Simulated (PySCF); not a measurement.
A structure optimised at PBE-D3(BJ)/def2-SVP, used in a PySCF frequency run:

```
C
C 1 1.5153
H 2 1.1019 1 118.10
H 2 1.1019 3 114.04 1 145.38
C 2 1.5146 3 118.14 4 145.53
H 5 1.1019 2 118.14 3 0.00
H 5 1.1019 6 114.04 2 145.53
C 1 1.5182 2 117.99 3 -0.16
H 8 1.1086 1 111.58 2 -34.47
H 8 1.1109 9 107.67 1 -122.13
H 8 1.1109 9 107.67 10 -115.73
C 1 1.5182 2 117.99 3 144.13
H 12 1.1086 1 111.58 2 34.47
H 12 1.1109 13 107.67 1 122.13
H 12 1.1109 13 107.67 14 115.73
```

Task: Write its SMILES, formula and point group.

Result: CC1(C)CC1, C5H10, C2v

Task: What are its rotational constants (standard atomic weights)?

Result: 6.1007, 5.1297, 3.7665 GHz
